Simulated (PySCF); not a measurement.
1,3-cyclohexadiene, SMILES C1C=CCCC=1 (C6H8), singlet, B3LYP/def2-SVP optimised geometry.

```
14

C     -1.26     0.73     0.34
C     -1.81    -0.19     1.15
C     -1.01    -1.30     1.68
C      0.21    -1.58     1.16
C      0.74    -0.78     0.00
C      0.21     0.67     0.00
H     -1.85     1.58    -0.02
H     -2.86    -0.12     1.44
H     -1.42    -1.92     2.48
H      0.79    -2.43     1.53
H      0.44    -1.28    -0.94
H      1.85    -0.78     0.00
H      0.41     1.14    -0.97
H      0.77     1.27     0.75
```

Density from B3LYP/def2-TZVP (PySCF) at that geometry.

Minimum of the electron density along straight lines between bonded atoms, close to the bond critical point (lines longer than 1.1 times the sum of covalent radii, or with two minima, are not listed):

```
bond    length / Å  ρ at the minimum / e bohr⁻³  ∇²ρ there / e bohr⁻⁵  position (fraction from the first atom)
------  ----------  ---------------------------  --------------------  ---------------------------------------
C1–C2        1.347                        0.346                 -1.05                                     0.50
C2–C3        1.468                        0.277                 -0.76                                     0.50
C3–C4        1.347                        0.346                 -1.05                                     0.50
C4–C5        1.511                        0.256                 -0.66                                     0.51
C1–C6        1.511                        0.256                 -0.66                                     0.51
C5–C6        1.537                        0.243                 -0.60                                     0.50
C1–H7        1.095                        0.279                 -0.97                                     0.64
C2–H8        1.094                        0.280                 -0.98                                     0.64
C3–H9        1.094                        0.280                 -0.98                                     0.64
C4–H10       1.095                        0.279                 -0.97                                     0.64
C5–H11       1.110                        0.268                 -0.89                                     0.64
C5–H12       1.102                        0.274                 -0.93                                     0.64
C6–H13       1.102                        0.274                 -0.93                                     0.64
C6–H14       1.110                        0.268                 -0.89                                     0.64
```
